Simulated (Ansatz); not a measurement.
`[CH3][Sn]([F])([F])[F]` + H₂S → `[CH3][Sn]([F])([F])[SH]` + H–F at 700 K and 1 bar (ligand exchange at the Sn–F bond).

Program: Ansatz. Geometries: PBE0-D4/def2-TZVP. ΔE: electronic, gas phase. CCSD(T)/CBS adds triple-zeta CCSD(T) − MP2 to the extrapolated MP2 energy (def2 sets, frozen cores). This one scheme is used for every species. Elements past krypton have def2 core potentials. For Sn outer-core shells are correlated without core-valence functions, which leaves a few kJ/mol of doubt a bond. Each species was taken in one conformer, which may not be the lowest.

```csv
species,CCSD(T)/CBS energy (Eh),H − E (kJ/mol),S (J/(mol·K))
`[CH3][Sn]([F])([F])[F]`,-553.37465,183.7,472.3
H₂S,-398.97279,64.8,236.9
`[CH3][Sn]([F])([F])[SH]`,-851.95646,211.7,524.6
H–F,-100.39570,45.2,198.5
```

H − E and S are ideal-gas, rigid-rotor, harmonic terms from PBE0-D4/def2-TZVP, for one conformer and one mirror image of each species. 1 Eh = 2625.50 kJ/mol, R = 8.31446 J/(mol·K).

Problem. By hand: ΔE, ΔH, ΔS and ΔG.

Solution. ΔE = (-851.95646) + (-100.39570) − (-553.37465) − (-398.97279) = -0.00472 Eh = -12.4 kJ/mol. Δ(H − E) = 211.7 + 45.2 − 183.7 − 64.8 = 8.4, so ΔH = -4.0 kJ/mol. ΔS = 524.6 + 198.5 − 472.3 − 236.9 = 13.9 J/(mol·K). ΔG = -4.0 − 700 × (13.9)/1000 = -13.7 kJ/mol.

Problem. By hand: the equilibrium constant, and the temperature at which ΔG would vanish if ΔH and ΔS stayed fixed.

Solution. log₁₀ K = −ΔG/(RT ln 10) = 1.0. ΔH and −TΔS have one sign here, so there is no such temperature.

TΔS isn't small against ΔH here. A doubt of 5 kJ/mol in ΔE shifts log₁₀ K by 0.4 here. Other conformers and mirror images would add mixing entropy, several J/(mol·K) or more a flexible species. Modes under 60 cm⁻¹, often nearly free rotors, make the harmonic entropy too high. These are equilibria of isolated gas molecules and say nothing of rates. Largest T1 diagnostic: 0.014 (customary marks: 0.02 for closed shells, 0.045 for open ones).
